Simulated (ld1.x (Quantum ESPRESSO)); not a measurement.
## bismuth: one change to a TM potential, before and after

bismuth, norm-conserving Troullier–Martins (Kleinman–Bylander form), made with ld1.x (Quantum ESPRESSO) 7.5 (PBE, fully relativistic). Core [Xe] 4f14 5d10, reference 6s2 6p2.75 (charge +0.25). Waves: 6p (bound): rc 2.15 bohr; 6d channel at 0.2 Ry: rc 2.35 bohr; 6s (bound): rc 1.95 bohr. Local part: the s channel. Core correction: a·sin(br)/r model core inside 1.75 bohr.

Open shells are filled in proportion to 2j + 1 (rel_dist='average').

Change: core correction a·sin(br)/r model core inside 2.38 bohr.

Cutoffs: the cutoffs (Ry, on a coarse ladder) from which the occupation-weighted sum of valence levels, in a spherical-Bessel basis at the reference potential, stays within 10 and 1 mRy of its value at 400 Ry; they do not see the model core or the augmentation charge, which bear on the density cutoff. Errors are all-electron minus pseudo energies relative to the spin-unpolarised reference configuration.

Predict the effect on cutoff, ghosts and configuration errors.

The potential gets neither clearly harder nor softer (25 Ry and 45 Ry → 25 Ry and 45 Ry); both files keep a bound ghost (d); of the 7 tests that both files solve, the error grows in 2 and shrinks in 2 by more than 15 % and 0.3 meV (median size 24.5 → 8.7 meV). A wider model core is smoother and lowers the density cutoff, which this test does not measure.

```tsv
quantity	base	changed
cutoff, loose	25 Ry	25 Ry
cutoff, tight	45 Ry	45 Ry
bound ghosts	d3/2, d5/2	d3/2, d5/2
error for 6s2 6p3, meV [ΔE -1.38 eV]	-0.3	-0.4
error for 6s2 6p2, meV [ΔE 6.68 eV]	-6.1	-7.4
error for 6s2 6p1, meV [ΔE 22.11 eV]	-61	-69
error for 6s1 6p3, meV [ΔE 17.27 eV]	-52	-33
error for 6s2 6p0, meV [ΔE 45.67 eV]	-239	-247
error for 6s2 6p3.3, meV [ΔE -2.51 eV]	-1.0	-1.3
error for 6s1 6p4, meV [ΔE 8.48 eV]	-25	-8.7
s: phases at 2.55 bohr within 0.05 rad from the reference energy up to (Ry; the scan ends near 5)	2.4	2.4
p1/2: phases at 2.55 bohr within 0.05 rad from the reference energy up to (Ry; the scan ends near 5)	3.6	3.6
p3/2: phases at 2.55 bohr within 0.05 rad from the reference energy up to (Ry; the scan ends near 5)	3.2	3.2
d3/2: phases at 2.55 bohr within 0.05 rad from the reference energy up to (Ry; the scan ends near 5)	0.8	0.8
d5/2: phases at 2.55 bohr within 0.05 rad from the reference energy up to (Ry; the scan ends near 5)	0.8	0.8
```

 A true bound ghost makes a file unfit for plane-wave use even where its test errors are small: the radial tests pick states by their node count and pass the ghost by.
